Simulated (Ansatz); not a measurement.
Program: Ansatz. Geometries: PBE0-D4/def2-TZVP. ΔE: electronic, gas phase. CCSD(T)/CBS is the MP2 limit (def2-TZVPP, def2-QZVPP) plus CCSD(T) − MP2 in def2-TZVPP, frozen cores. This one scheme is used for every species. DFT in def2-TZVPP. No spin–orbit coupling; open shells (•) take unrestricted orbitals. One conformer a species, not always the lowest.

Reaction (hydrogen abstraction from a C–H bond): `C[SiH](O)Cl` + `[CH3]`• → `[CH2][SiH](O)Cl`• + CH₄

`C[SiH](O)Cl`:

```xyz
9

C    -0.742   -0.836    0.404
Si    0.159    0.713   -0.063
O     0.923    0.607   -1.506
Cl    1.532    1.108    1.429
H    -1.260   -0.703    1.357
H    -1.481   -1.088   -0.360
H    -0.051   -1.676    0.510
H    -0.732    1.885   -0.177
H     1.651   -0.010   -1.594
```

`[CH3]`•:

Cartesian coordinates in Å:
```
C 0.000 0.000 0.000
H 1.015 -0.339 -0.149
H -0.238 0.642 0.835
H -0.777 -0.303 -0.687
```

`[CH2][SiH](O)Cl`•:

Z-matrix (Å, degrees):
```
Si
O 1 1.636
Cl 1 2.061 2 111.1
C 1 1.832 2 112.6 3 119.9
H 1 1.477 2 104.8 3 -116.0
H 2 0.959 1 117.9 3 -63.4
H 4 1.085 1 122.9 2 -137.2
H 4 1.087 1 121.7 2 45.3
```

CH₄:

```xyz
5

C     0.000    0.000    0.000
H    -0.271    0.021   -1.055
H    -0.867   -0.292    0.592
H     0.334    0.990    0.309
H     0.804   -0.719    0.154
```

(1) Is it downhill or uphill in electronic energy at CCSD(T)/CBS, and by how much? (An estimate is asked.)

(2) What do these levels give: PBE-D4, revPBE-D4, r2SCAN0-D4, BHLYP-D4, PBE-QIDH, r2SCAN? (An estimate is asked.)

Largest T1 diagnostic among the species: 0.011.

Results:

(1) Ansatz gave: Downhill: ΔE = -15.2 kJ/mol.

(2) The calculation gave: PBE-D4 -17.9, revPBE-D4 -17.5, r2SCAN0-D4 -14.4, BHLYP-D4 -16.8, PBE-QIDH -14.4, r2SCAN -15.5 kJ/mol.

Leaving LDA and LC-ωPBE aside and taking each functional with its dispersion term where it has one, the values, not all of them listed here, spread over 5.1 kJ/mol, from B97M-V to r2SCAN0-D4.
